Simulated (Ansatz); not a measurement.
Ansatz (a quantum-chemistry and plane-wave program) input (B3LYP-D3(BJ)/def2-TZVP):

Ansatz 0.2 input:
```yaml
crystal:
  periodic: [false, false, false]
  atoms:
    - {symbol: Sn, position_ang: [0.00076071, 0.00850208, 0.00599739]}
    - {symbol: F, position_ang: [-1.71550849, -1.09473520, 0.09678189]}
    - {symbol: F, position_ang: [-0.04128648, 1.89201600, -0.78169203]}
    - {symbol: F, position_ang: [1.75730130, -0.76793171, 0.70075440]}
basis:
  gaussian:
    orbitals: def2-TZVP
hamiltonian:
  xc: b3lyp
  dispersion: d3bj
total_charge: 1
relax: {f_tol: 0.002, max_steps: 150}
```

Output:

```
Functional definition: B3LYP
integrals: 0.05 GiB planned
900 factors; their error is unknown
mean field: 0.46 GiB planned
mean field evaluation 1: about -13954.7305 eV, gradient 1.2e2 eV
mean field evaluation 2: about -13791.8689 eV, gradient 3.1e2 eV
mean field evaluation 4: about -13977.8892 eV, gradient 9.5e0 eV
mean field evaluation 8: about -13978.0476 eV, gradient 5.7e-2 eV
mean field evaluation 16: about -13978.1352 eV, gradient 5.3e-5 eV
mean field -13978.13515060 eV, -513.6869920641 hartree, gradient 5.3e-5 eV, S^2 0.000000; 0 other end points of the search recorded, 0 dependent functions left out
the calculation of the forces begins
reference -13978.13533456 eV, -513.6869988248 hartree; 24, 24 occupied and 119, 119 virtual orbitals, 900 factors
relax step   1: F+E_penalty+E_count = -13978.22292777 eV  Δ(F+E_penalty+E_count) = +0.000e0 eV  max|allowed force component| = 3.213e0 eV/Å  Δτ_max = 0.0000 Å  (30 SCF iters, accepted)
these checks for a lower state are left out or cut short: starts, cluster_reference, orbital_swaps, neighbouring_geometries, increment
integrals: 0.05 GiB planned
900 factors; their error is unknown
mean field: 0.48 GiB planned
mean field -13979.33192757 eV, -513.7309728068 hartree, gradient 1.6e-5 eV, S^2 0.000000; 0 other end points of the search recorded, 0 dependent functions left out
the calculation of the forces begins
reference -13979.33210437 eV, -513.7309793040 hartree; 24, 24 occupied and 119, 119 virtual orbitals, 900 factors
relax step   2: F+E_penalty+E_count = -13979.42388578 eV  Δ(F+E_penalty+E_count) = -1.201e0 eV  max|allowed force component| = 1.528e-1 eV/Å  Δτ_max = 0.1966 Å  (35 SCF iters, accepted)
these checks for a lower state are left out or cut short: starts, cluster_reference, orbital_swaps, neighbouring_geometries, increment
integrals: 0.05 GiB planned
900 factors; their error is unknown
mean field: 0.48 GiB planned
mean field evaluation 32: about -13979.3333 eV, gradient 1.5e-5 eV
mean field -13979.33330070 eV, -513.7310232685 hartree, gradient 1.5e-5 eV, S^2 0.000000; 0 other end points of the search recorded, 0 dependent functions left out
the calculation of the forces begins
reference -13979.33347767 eV, -513.7310297719 hartree; 24, 24 occupied and 119, 119 virtual orbitals, 900 factors
relax step   3: F+E_penalty+E_count = -13979.42510948 eV  Δ(F+E_penalty+E_count) = -1.224e-3 eV  max|allowed force component| = 3.695e-2 eV/Å  Δτ_max = 0.0067 Å  (32 SCF iters, accepted)
these checks for a lower state are left out or cut short: starts, cluster_reference, orbital_swaps, neighbouring_geometries, increment
integrals: 0.05 GiB planned
900 factors; their error is unknown
mean field: 0.48 GiB planned
mean field -13979.33334965 eV, -513.7310250673 hartree, gradient 1.5e-5 eV, S^2 0.000000; 0 other end points of the search recorded, 0 dependent functions left out
the calculation of the forces begins
reference -13979.33352659 eV, -513.7310315695 hartree; 24, 24 occupied and 119, 119 virtual orbitals, 900 factors
relax step   4: F+E_penalty+E_count = -13979.42518768 eV  Δ(F+E_penalty+E_count) = -7.820e-5 eV  max|allowed force component| = 3.549e-4 eV/Å  Δτ_max = 0.0016 Å  (33 SCF iters, accepted)
integrals: 0.05 GiB planned
900 factors; their error is unknown
mean field: 0.48 GiB planned
mean field -13979.33334965 eV, -513.7310250673 hartree, gradient 1.5e-5 eV, S^2 0.000000; 1 other end points of the search recorded, 0 dependent functions left out
the calculation of the forces begins
reference -13979.33352659 eV, -513.7310315695 hartree; 24, 24 occupied and 119, 119 virtual orbitals, 900 factors
Total energy: -13979.42536461 eV, -513.7344065546 hartree
Atom 0 at     0.000353     0.009456     0.005475 Å, force    -0.000244     0.000022    -0.000075 eV/Å
Atom 1 at    -1.554099    -0.992873     0.089035 Å, force     0.000355     0.000138     0.000023 eV/Å
Atom 2 at    -0.036844     1.717339    -0.708518 Å, force     0.000001    -0.000118     0.000054 eV/Å
Atom 3 at     1.591858    -0.696070     0.635850 Å, force    -0.000112    -0.000041    -0.000002 eV/Å
Dipole moment:     0.000074    -0.000017     0.000029 e Å
```

It need not be the lowest isomer of its formula.
